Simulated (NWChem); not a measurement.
# InF cation, doublet; SMILES of the neutral closed-shell parent [In][F]

Program: NWChem. Spin-unrestricted. The spin multiplicity was typed, not searched, and may not be the lowest. No stability test was run on the SCF state. def2 effective core potentials on In; no spin-orbit coupling. Each level has its own optimisation; frequencies are unscaled.

| level | r F–In (Å) | highest harmonic frequency (cm⁻¹) | zero-point energy (kcal/mol) |
|---|---|---|---|
| CAM-B3LYP/def2-SVP | 1.941 | (withheld) | 0.8 |
| LDA (Slater exchange, VWN5)/def2-SVP | 1.938 | 575 | 0.8 |
| PBE0/def2-SVP | 1.951 | 543 | 0.8 |

Q: Some entries are withheld; supply them.

A: 
- CAM-B3LYP/def2-SVP, highest harmonic frequency (cm⁻¹): 561
